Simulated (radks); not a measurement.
The numbers below are computed, except where a source is named.
Species: the molybdenum ion Mo3+. Configuration: [Kr] 4d3.

Code: a radial shooting solver on a logarithmic mesh with Libxc functionals. Model: scalar-relativistic Kohn-Sham, Wu-Cohen GGA, spin-polarised, spherical densities, point nucleus; open shells are filled with parallel spins first (spin-orbit coupling, left out, can overturn this in heavy ions).

Energy parts (hartree):
part                       energy
total                 -4046.26034
kinetic                4172.12764
electron-nucleus      -9706.30495
Hartree                1609.88768
exchange-correlation   -121.97071

Orbitals (lengths in bohr, moments of r in powers of bohr; <r^-3> diverges for s and p1/2; r(max) is where P^2 peaks; r(90%) holds 90 % of the orbital's charge):
orbital  occ.  eigenvalue (hartree)  r(90%)  <r^-3>   r(max)      <r^4>
1s down     1             -729.5485  0.0630       -  0.02288  7.212e-06
1s up       1             -729.5481  0.0630       -  0.02288  7.212e-06
2s up       1             -104.0789   0.238       -   0.1296   0.001336
2s down     1             -104.0645   0.238       -   0.1296   0.001336
2p up       3             -93.19437   0.218    2551   0.1036  0.0009572
2p down     3             -93.18353   0.218    2552   0.1036  0.0009570
3s up       1             -18.70432   0.634       -   0.3837    0.06894
3s down     1             -18.69582   0.634       -   0.3837    0.06886
3p up       3             -15.13788   0.651   424.8   0.3771    0.07614
3p down     3             -15.12846   0.651   424.6   0.3772    0.07598
3d up       5              -9.32980   0.664   56.41   0.3223    0.08358
3d down     5              -9.31594   0.664   56.40   0.3224    0.08317
4s up       1              -3.57067    1.60       -   0.9874      2.797
4s down     1              -3.49255    1.59       -   0.9829      2.742
4p up       3              -2.60847    1.79   62.50    1.067      4.395
4p down     3              -2.52238    1.78   63.81    1.061      4.320
4d up       3              -1.24749    2.46   4.995    1.314      15.53
4d down     0              -1.15238    2.49   5.056    1.304      16.21
5s up       0              -1.00118    3.82       -    2.434      91.23
5s down     0              -0.92992    3.87       -    2.482      97.25
5p up       0              -0.77232    4.44   10.28    2.829      166.4

The highest occupied level is 4d up at -33.946 eV. Spin moment in Bohr magnetons: 3. Summed over all electrons, <r^2> = 25.73 bohr^2, which gives a Langevin (diamagnetic) susceptibility term of -20.4 x 10^-6 cm^3/mol. For comparison, the ionisation energy in NIST's Atomic Spectra Database is 40.3 eV (semi-empirical). In exact Kohn-Sham theory the highest level is minus the ionisation energy, but local and semilocal functionals leave it too shallow, through self-interaction and a potential that decays too fast; potentials with the right tail come closer.
